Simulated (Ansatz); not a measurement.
`[CH3][GeH]([CH3])[Cl]` + H₂Se → `[CH3][GeH]([Cl])[SeH]` + CH₄ at 700 K and 1 bar (ligand exchange at a Ge–C bond).

Program: Ansatz. Geometries: PBE0-D4/def2-TZVP. ΔE: electronic, gas phase. CCSD(T)/CBS is the MP2 limit (def2-TZVPP, def2-QZVPP) plus CCSD(T) − MP2 in def2-TZVPP, frozen cores. This one scheme is used for every species. For Ge, Se outer-core shells are correlated without core-valence functions, which leaves a few kJ/mol of doubt a bond. Scalar relativity is left out up to krypton. One conformer a species, not always the lowest.

| species | CCSD(T)/CBS energy (Eh) | H − E (kJ/mol) | S (J/(mol·K)) |
| --- | --- | --- | --- |
| `[CH3][GeH]([CH3])[Cl]` | -2616.27253 | 295.7 | 470.8 |
| H₂Se | -2401.89790 | 61.1 | 251.1 |
| `[CH3][GeH]([Cl])[SeH]` | -4977.73636 | 218.3 | 482.7 |
| CH₄ | -40.46206 | 145.9 | 224.0 |

H − E and S are ideal-gas, rigid-rotor, harmonic terms from PBE0-D4/def2-TZVP, for one conformer and one mirror image of each species. 1 Eh = 2625.50 kJ/mol, R = 8.31446 J/(mol·K).

Problem. By hand: ΔE, ΔH, ΔS and ΔG.

Solution. ΔE = (-4977.73636) + (-40.46206) − (-2616.27253) − (-2401.89790) = -0.02799 Eh = -73.5 kJ/mol. Δ(H − E) = 218.3 + 145.9 − 295.7 − 61.1 = 7.4, so ΔH = -66.1 kJ/mol. ΔS = 482.7 + 224.0 − 470.8 − 251.1 = -15.2 J/(mol·K). ΔG = -66.1 − 700 × (-15.2)/1000 = -55.5 kJ/mol.

Problem. By hand: the equilibrium constant, and the temperature at which ΔG would vanish if ΔH and ΔS stayed fixed.

Solution. log₁₀ K = −ΔG/(RT ln 10) = 4.1. ΔG = 0 at ΔH/ΔS = 4349 K, far beyond where these terms or the molecules hold.

ΔH outweighs TΔS. A doubt of 5 kJ/mol in ΔE shifts log₁₀ K by 0.4 here. Other conformers and mirror images would add mixing entropy, several J/(mol·K) or more a flexible species. These are equilibria of isolated gas molecules and say nothing of rates. Largest T1 diagnostic: 0.009 (customary marks: 0.02 for closed shells, 0.045 for open ones).
